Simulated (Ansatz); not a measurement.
Gas-phase electronic energies from Ansatz, PBE0-D4/def2-TZVP geometries. CCSD(T)/CBS is the MP2 limit (def2-TZVPP, def2-QZVPP) plus CCSD(T) − MP2 in def2-TZVPP, frozen cores. This one scheme is used for every species. Functionals use def2-TZVPP. HSE06 is defined as in plane-wave codes. For Ga outer-core shells are correlated without core-valence functions, which leaves a few kJ/mol of doubt a bond. Scalar relativity is left out up to krypton. Each species was taken in one conformer, which may not be the lowest.

`N#CC[BH][GaH2]` + CH₄ → `C[BH][GaH2]` + acetonitrile  (formal exchange of groups at a B–C bond)

| level | ΔE (kJ/mol) |
| --- | --- |
| r2SCAN-D4 | 8.6 |
| PBE0-D4 | 8.7 |
| r2SCAN0-D4 | 8.9 |
| revPBE | 3.6 |
| r2SCAN | 7.7 |
| HSE06 | 5.6 |
| MP2/def2-QZVPP | 12.2 |
| HF/CBS(def2) | 7.4 |

(1) What does CCSD(T)/CBS give? (Estimate.)

Largest T1 diagnostic among the species: 0.014.

## Answers

(1) The calculation gave: +10.8 kJ/mol. The listed levels differ from it by -2.2, -2.1, -1.9, -7.2, -3.1, -5.2, 1.4, -3.4 kJ/mol.

The D4 term adds +5.5 kJ/mol with B3LYP and +3.1 kJ/mol with PBE0; it sums over pairs of atoms, weighted by their polarisabilities, and B3LYP, whose exchange is more repulsive, gets the larger term. In def2-TZVPP, CCSD(T) changes the Hartree–Fock value by +3.5 kJ/mol (the triples alone add +1.1 kJ/mol) and MP2 by +4.9 kJ/mol.

CCSD(T)/CBS has its own doubt, a few kJ/mol and more with outer-core shells, so smaller differences from it don't rank the levels.

B3LYP here is the variant with VWN-RPA as its local correlation; programs differ in this.
